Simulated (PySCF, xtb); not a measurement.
Cl4H2Si2, SMILES [Si](Cl)(Cl)(Cl)[SiH2]Cl. The values are those of a single conformer.

Harmonic wavenumbers (cm⁻¹) from GFN2-xTB (xtb 6.7.1) at its own minimum, in rising order: 16, 61, 84, 112, 144, 151, 184, 329, 421, 476, 481, 484, 553, 573, 681, 780, 2238, 2258.

Problem. What does PBE-D3(BJ)/def2-SVP run with PySCF 2.14.0 give at its own minimum? (Estimate from the structure and the level; the computed values follow.)

Solution. 35, 53, 94, 128, 166, 175, 209, 356, 468, 520, 561, 590, 590, 666, 792, 892, 2171, 2188. Paired by order, the mean absolute difference is 51 cm⁻¹ and the zero-point energies are 14.3 and 15.2 kcal/mol.
